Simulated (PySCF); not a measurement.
Structure problem from calculated spectra and properties.

Elements present: B, C and H. Monoisotopic mass: 126.1580 u.

- 13C NMR: chemical shifts (computed TMS as zero) by class: 49.8 (1 C), 43.8 (1 C), 36.7 (1 C), 27.2 (1 C), 26.1 (1 C), 24.1 (1 C), 21.5 (1 C), 11.8 (1 C) ppm [GIAO B97-2/pcSseg-1]
- Dipole: 0.72 D [B97-2/pcSseg-1]
- 1H NMR: chemical shifts (computed TMS as zero) by class: 7.25 (2 H), 2.25 (1 H), 1.31 (1 H), 1.26 (1 H), 1.24 (3 H), 0.98 (3 H), 0.94 (3 H), 0.85 (3 H), 0.70 (1 H), 0.44 (1 H) ppm [GIAO B97-2/pcSseg-1]
- NMR, other nuclei: isotropic shieldings of nuclei other than C and H, by class: 19 (1 B) ppm [GIAO B97-2/pcSseg-1]
- Rotational structure: rotational constants A, B, C: 2.202, 0.910, 0.885 GHz [PBE0-D3(BJ)/def2-SVP]

Electronic properties: PySCF, gas phase, density fitting. Levels stand in brackets. Isolated species at its PBE0-D3(BJ)/def2-SVP geometry (one conformer only). NMR classes are plain means over equivalent atoms (diastereotopic ones count apart unless rotation or inversion swaps them), as if these changed places fast.

Q: Which formula fits the mass and the elements?

A: C8H19B (calculated 126.1580). No other formula that holds each of these elements comes within 0.0003 u with a fitting electron parity and a possible valence count.

Q: Give a SMILES that accounts for the data.

A: Numbering: `[BH2:1][C@@H:2]([CH3:3])[C@H:4]([CH3:5])[CH2:6][CH:7]([CH3:8])[CH3:9]`. 8 carbons fall into 8 classes; from least to most shielded: sp3 carbon bound to boron [C2] (49.8 ppm), chain CH2 carbon [C6] (43.8 ppm), sp3 CH carbon [C4] (36.7 ppm), sp3 CH carbon [C7] (27.2 ppm), methyl carbon [C9] (26.1 ppm), methyl carbon [C5] (24.1 ppm), methyl carbon [C8] (21.5 ppm), methyl carbon [C3] (11.8 ppm). Hydrogen classes from least to most shielded: 2 H on a three-coordinate boron, B1 (7.25 ppm), 1 H on an sp3 CH carbon, C4 (2.25 ppm), 1 H on an sp3 CH carbon, C7 (1.31 ppm), 1 H on a chain CH2 carbon, C6 (1.26 ppm), 3 H on a methyl carbon, C3 (1.24 ppm), 3 H on a methyl carbon, C9 (0.98 ppm), 3 H on a methyl carbon, C5 (0.94 ppm), 3 H on a methyl carbon, C8 (0.85 ppm, a mean of values up to 0.8 ppm apart in this geometry), 1 H on a chain CH2 carbon, C6 (0.70 ppm), 1 H on an sp3 carbon bound to boron, C2 (0.44 ppm). The other shieldings belong to: 19 ppm, three-coordinate boron [B1]. The optimised geometry has point group C1 and is an asymmetric top. Structure: `B[C@@H](C)[C@H](C)CC(C)C`. The assignments are read from this structure; whether some other isomer fits the data as well wasn't checked. The mirror image fits equally.

The values belong to the conformer `[BH2:1][C@@H:2]([CH3:3])[C@H:4]([CH3:5])[CH2:6][CH:7]([CH3:8])[CH3:9]`: B1–C2–C4–C5 -70°, C2–C4–C6–C7 -55°, C4–C6–C7–C8 -59°.
